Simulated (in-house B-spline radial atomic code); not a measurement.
Computed with a B-spline radial atomic code. Model: two electrons, singlet ground state, non-relativistic, full CI in B-splines with partial waves to l = 8 (at full coupling up to 3e-4 hartree above the limit, correlation up to 0.6 % small), density held at that of full coupling by Lieb maximisation.

W(λ) is the mean repulsion in the state of coupling λ less the Hartree energy of the fixed density. Its start is exact exchange, its initial slope is twice the second-order Görling-Levy correlation energy, and its area from 0 to 1 is E_xc. A straight curve means weak, dynamic correlation, and a curve that drops fast and flattens means strong correlation.

Command:
```bash
python run_ac.py task.json out
```
Settings (lengths in bohr, energies in hartree):
```
potential              dot
strength               0.124
lmax                   8
second                 -0.5
```

Time taken, with all properties: 16 s on 1 thread of Intel(R) Xeon(R) Processor @ 2.30GHz (shared host).

**W = mean repulsion less Hartree energy, and W of three functionals.**

Given: confinement charge in harmonic well; well frequency 0.124 hartree; nuclear charge -0.5; external potential omega^2 r^2/2 - Z/r.

Computed: LDA exchange minus exact 25.519 millihartree; SCAN exchange minus exact -3.3758 millihartree.

```tsv
coupling	W xc (hartree)	W xc minus exchange (millihartree)	kinetic minus Kohn-Sham (millihartree)	LDA (PW92) W minus its exchange (millihartree)	PBE W minus its exchange (millihartree)	SCAN W minus its exchange (millihartree)
0	-0.20105	0	0	0	0	0
0.02	-0.20342	-2.368	0.02	-8.32	-3.67	-1.85
0.05	-0.20676	-5.705	0.14	-15.84	-8.02	-4.43
0.12	-0.21363	-12.58	0.72	-27.75	-15.95	-9.79
0.25	-0.22367	-22.617	2.54	-42.16	-26.69	-17.96
0.4	-0.23208	-31.029	5.24	-53.43	-35.71	-25.4
0.6	?	?	?	?	?	?
0.8	-0.24541	-44.362	12.92	-71.92	-51.38	-38.95
1	-0.24945	-48.394	16.53	-78.02	-56.73	-43.62
1.4	-0.25499	-53.941	23.1	-87.09	-64.81	-50.53
2	-0.26009	-59.038	31.64	-96.32	-73.17	-57.27
3	-0.26497	-63.914	43.59	-106.11	-82.14	-63.75
4.5	-0.26904	-67.985	58.56	-115.01	-90.39	-68.75
7	?	?	?	?	?	?
10	-0.27533	-74.28	101.03	-129.73	-104.17	-74.79
```

Q: What belongs in the row 0.6?

A: W xc (hartree): -0.23993; W xc minus exchange (millihartree): -38.878; kinetic minus Kohn-Sham (millihartree): 9.11; LDA (PW92) W minus its exchange (millihartree): -64.08; PBE W minus its exchange (millihartree): -44.63; SCAN W minus its exchange (millihartree): -33.05.

Q: What belongs in the row 7?

A: W xc (hartree): -0.27276; W xc minus exchange (millihartree): -71.709; kinetic minus Kohn-Sham (millihartree): 79.49; LDA (PW92) W minus its exchange (millihartree): -123.62; PBE W minus its exchange (millihartree): -98.43; SCAN W minus its exchange (millihartree): -72.63.

Q: What is the PBE exchange minus exact?

A: 4.4544 millihartree.

**Energy parts, natural occupations and partial-wave weights.**

Computed: exchange energy -0.20105 hartree; kinetic part of the DFT correlation energy 0.016532 hartree; initial slope twice GL2 -0.12131 hartree; kinetic part over minus potential part 0.34162; Hartree energy 0.4021 hartree; Kohn-Sham kinetic 0.11894 hartree; Lieb Oxford ratio E_xc over LDA exchange 1.3269.

| natural | occupation of the shell (electrons) |
| --- | --- |
| s | 1.7755 |
| p | 0.22082 |
| s | 0.0027207 |
| d | ? |
| p | 0.0001422 |
| f | 9.0036e-05 |

Q: What belongs in the row d?

A: occupation of the shell (electrons): 0.0006658.

```
wave      weight
   s     0.88911
   p     0.11048
   d    0.000345
   f           ?
   g  1.1127e-05
```

Q: What belongs in the row f?

A: weight: 4.8688e-05.

Q: What is the correlation energy?

A: -0.031862 hartree.

Q: What is the total energy?

A: 0.8889 hartree.

Half-way to full coupling W has made 72 % of its drop, against 50 % for a straight line, and second-order (GL2) theory, half the initial slope, overshoots the correlation energy by about 90 %: correlation is strong. Over couplings 0 to 1 the errors in E_xc come to about +3.2 millihartree for LDA, -0.8 millihartree for PBE, +1.3 millihartree for SCAN, so PBE is nearest. In LDA and PBE and SCAN the errors of exchange and correlation have opposite signs, so the sum is smaller than the larger of the two.
